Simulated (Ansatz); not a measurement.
Reaction (formal hydrolysis of a Mg–S bond): `C[N](C)[Mg][SH]` + H₂O → `C[N](C)[Mg][OH]` + H₂S

Calculated with Ansatz (gas phase, PBE0-D4/def2-TZVP geometries, no zero-point term in ΔE). CCSD(T)/CBS is the MP2 limit (def2-TZVPP, def2-QZVPP) plus CCSD(T) − MP2 in def2-TZVPP, frozen cores. This one scheme is used for every species. DFT in def2-TZVPP. B3LYP here is the variant with VWN-RPA as its local correlation; programs differ in this. HSE06 is defined as in plane-wave codes. For Mg outer-core shells are correlated without core-valence functions, which leaves a few kJ/mol of doubt a bond. One conformer a species, not always the lowest.

| level | ΔE (kJ/mol) | difference from CCSD(T)/CBS |
| --- | --- | --- |
| PBE-D4 | 22.7 | 3.9 |
| revPBE-D4 | 22.2 | 3.4 |
| r2SCAN-D4 | 18.6 | -0.2 |
| PBE0-D4 | 25.4 | 6.6 |
| B3LYP-D4 | 14.5 | -4.3 |
| r2SCANh-D4 | 20.0 | 1.2 |
| r2SCAN0-D4 | 21.7 | 2.9 |
| B2PLYP | 13.4 | -5.4 |
| PBE | 21.7 | 2.9 |
| BLYP | 9.9 | -8.9 |
| B3LYP | 12.8 | -6.0 |
| r2SCANh | 19.5 | 0.7 |
| r2SCAN0 | 21.3 | 2.5 |
| HSE06 | 25.2 | 6.4 |
| SCS-MP2/def2-TZVPP | 12.8 | -6.0 |
| HF/def2-QZVPP | 18.2 | -0.6 |
| CCSD(T)/CBS | 18.8 | 0 |

Largest T1 diagnostic among the species: 0.011.

At CCSD(T), def2-SVP lies −10.8 kJ/mol from the extrapolated value and def2-TZVPP −0.8 kJ/mol. From BLYP to BHLYP (50 % exact exchange), in def2-TZVPP and without D4, ΔE moves by +4.9 kJ/mol. Leaving LDA and LC-ωPBE aside and taking each functional with its dispersion term where it has one, the values, not all of them listed here, spread over 16.3 kJ/mol, from CAM-B3LYP-D4 to HSE06-D4.
